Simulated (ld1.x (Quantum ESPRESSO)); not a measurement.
**Building the TM potential for H (Z = 1) (LDA (PZ), scalar-relativistic).**

ld1.x (Quantum ESPRESSO) 7.5 input, shortened:

```
&input
   title='H', zed=1., rel=1, dft='PZ', iswitch=3,
   config='1s1 2p-2'
 /
 &inputp
   pseudotype=2, tm=.true., lloc=-1, rcloc=1.05,
   nlcc=.false.
 /
2
1S  1  0   1.00   0.00  1.35  1.35  0.0
2P  2  1  -2.00  -0.05  1.45  1.45  0.0
 &test
   configts(1)='1s1'
 /
```

Does the generator finish with these settings?

Yes, a potential is produced and its reference levels are reproduced.

Estimate the cutoffs (Ry, on a coarse ladder) from which the occupation-weighted sum of valence levels, in a spherical-Bessel basis at the reference potential, stays within 10 and 1 mRy of its value at 400 Ry.

18 Ry and 30 Ry.

What does a ghost test show?

No extra level below or beside the all-electron valence levels (s, p, d, f tested).
